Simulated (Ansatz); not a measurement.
Geometry optimisation, Ansatz, RKS PBE-D4/6-31G*.

The input (input.yaml):

```yaml
crystal:
  periodic: [false, false, false]
  atoms:
    - { symbol: "N", position_ang: [-0.2996, 1.60721, 0.18366] }
    - { symbol: B, position_ang: [-0.06112, 0.35402, 0.71176] }
    - { symbol: Si, position_ang: [0.26701, -1.1797, -0.45793] }
    - { symbol: F, position_ang: [-0.5069, -0.9872, -1.87685] }
    - { symbol: H, position_ang: [-0.46787, 2.42877, 0.74247] }
    - { symbol: H, position_ang: [-0.33263, 1.81058, -0.80236] }
    - { symbol: H, position_ang: [-0.06042, 0.28463, 1.88757] }
    - { symbol: H, position_ang: [1.64432, -1.41144, -0.92053] }
    - { symbol: H, position_ang: [-0.23374, -2.49232, -0.02566] }
basis:
  gaussian: { orbitals: "6-31G*" }
hamiltonian:
  xc: pbe
  dispersion: d4
relax:
  f_tol: 0.015
  max_steps: 40
output:
  orbitals: {}
```

Command:

```bash
$ ansatz run input.yaml --threads 1 --pin off --max-ram 2048MiB --backend cpu --events-out ev --progress --plain --runs-dir out
```

Where does it end, and by what steps?

It converged. After 10 steps the energy has fallen by 0.226 eV; H7 moved furthest, 0.44 Å.

| step | energy less start (eV) | largest force component (eV/Å) | accepted |
| --- | --- | --- | --- |
| 0 | 0.0000 | 0.957 | yes |
| 1 | -0.1791 | 0.197 | yes |
| 2 | -0.1966 | 0.151 | yes |
| 3 | -0.2080 | 0.150 | yes |
| 4 | -0.2173 | 0.178 | yes |
| 5 | -0.2170 | 0.359 | no |
| 6 | -0.2226 | 0.083 | yes |
| 7 | -0.2243 | 0.142 | yes |
| 8 | -0.2260 | 0.029 | yes |
| 9 | -0.2261 | 0.026 | yes |
| 10 | -0.2262 | 0.013 | yes |

```xyz
9
Properties=species:S:1:pos:R:3
N -0.429 1.548 0.179
B 0.083 0.377 0.742
Si 0.281 -1.186 -0.511
F -0.240 -0.670 -1.986
H -0.582 2.415 0.694
H -0.689 1.609 -0.807
H 0.369 0.374 1.915
H 1.701 -1.667 -0.663
H -0.546 -2.385 -0.121
```

Whether the end is a true minimum wasn't checked by a vibrational analysis.

The run took 53 s on 1 thread of Intel(R) Xeon(R) Processor @ 2.50GHz (Skylake/Cascade Lake) (shared host), peak memory 0.17 GiB.
